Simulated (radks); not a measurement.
Task: All-electron atom: Tc III in [Kr] 4d5. Calculated with a radial shooting solver on a logarithmic mesh with Libxc functionals: non-relativistic Kohn-Sham, PBE, spin-polarised, spherical densities, point nucleus; open shells are filled with parallel spins first (spin-orbit coupling, left out, can overturn this in heavy ions); relativity is left out, which matters for an element this heavy. Some entries of the table are withheld. Estimate them.

orbital,occ.,eigenvalue (hartree),r(max) (bohr),<r> (bohr)
1s down,1,-747.2969,0.02345,0.03545
1s up,1,-747.2964,0.02345,0.03545
2s up,1,-105.2548,0.1309,0.1547
2s down,1,-105.2294,0.1309,0.1547
2p up,3,-97.22062,0.1029,0.1325
2p down,3,-97.20222,0.1029,0.1325
3s up,1,-18.74850,0.3835,0.4274
3s down,1,-18.73656,0.3835,0.4274
3p up,3,-15.63031,0.3706,0.4216
3p down,3,-15.61625,0.3707,0.4215
3d up,5,-9.90833,0.3115,0.3985
3d down,5,-9.88589,0.3117,0.3983
4s up,1,(1),0.9769,1.089
4s down,1,(2),0.9715,1.082
4p up,3,-2.27463,1.037,1.185
4p down,3,-2.13968,1.029,1.179
4d up,5,-0.88662,(3),1.589
4d down,0,-0.74839,(4),1.619
5s up,0,-0.67847,2.551,2.867
5p up,0,-0.49351,3.004,3.381

Result: 
(1) 4s up eigenvalue (hartree): -3.18173
(2) 4s down eigenvalue (hartree): -3.05411
(3) 4d up r(max) (bohr): 1.257
(4) 4d down r(max) (bohr): 1.247
